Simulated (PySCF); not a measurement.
## Excited states of Cl⁷⁺ (chlorine, charge +7)

Ground state [Ne], ¹S. All numbers are calculated (PySCF 2.14, the non-relativistic Hamiltonian (point nucleus), in aug-cc-pV(D+d)Z with one added diffuse shell each of s, p, d type (6s5p4d, 41 functions)). Vertical excitation energies in eV without spin-orbit coupling; excited terms of each kind are numbered among those the solver found. Frozen: 1s2.

```json
{"term": "1 3P°", "leading excitation": "2p → s", "EOM-EE-CCSD": "211.99"}
{"term": "1 1P°", "leading excitation": "2p → s", "EOM-EE-CCSD": "213.13"}
{"term": "1 3S", "leading excitation": "2p → p", "EOM-EE-CCSD": "226.42"}
{"term": "1 3D", "leading excitation": "2p → p", "EOM-EE-CCSD": "228.38"}
{"term": "1 1D", "leading excitation": "2p → p", "EOM-EE-CCSD": "229.11"}
{"term": "1 1P", "leading excitation": "2p → p", "EOM-EE-CCSD": "229.45"}
{"term": "1 3P", "leading excitation": "2p → p", "EOM-EE-CCSD": "229.48"}
{"term": "1 1S", "leading excitation": "2p → p", "EOM-EE-CCSD": "236.10"}
{"term": "2 3P°", "leading excitation": "2p → d", "EOM-EE-CCSD": "251.86"}
{"term": "1 3F°", "leading excitation": "2p → d", "EOM-EE-CCSD": "252.74"}
{"term": "1 1F°", "leading excitation": "2p → d", "EOM-EE-CCSD": "253.45"}
{"term": "1 1D°", "leading excitation": "2p → d", "EOM-EE-CCSD": "253.92"}
{"term": "2 3S", "leading excitation": "2p → p", "EOM-EE-CCSD": "288.38"}
{"term": "2 1D", "leading excitation": "2p → p", "EOM-EE-CCSD": "288.67"}
```

The solver can miss terms.
